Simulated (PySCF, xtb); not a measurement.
C3H7O, SMILES OC([CH2])C, multiplicity 2. The values are those of a single conformer.

Harmonic wavenumbers (cm⁻¹) from GFN2-xTB (xtb) at its own minimum, in rising order: 109, 206, 269, 331, 403, 441, 501, 879, 904, 976, 1007, 1070, 1154, 1221, 1239, 1332, 1374, 1391, 1483, 1487, 2845, 3027, 3042, 3053, 3140, 3189, 3544.

Problem. What does PBE-D3(BJ)/def2-SVP run with PySCF give at its own minimum? (The exact figures need the calculation; the answer reports its results.)

Solution. 135, 254, 332, 354, 417, 437, 562, 825, 872, 932, 993, 1111, 1128, 1209, 1280, 1331, 1345, 1377, 1413, 1417, 2889, 2966, 3054, 3075, 3081, 3195, 3666. Paired by order, the mean absolute difference is 37 cm⁻¹ and the zero-point energies are 56.6 and 56.7 kcal/mol.
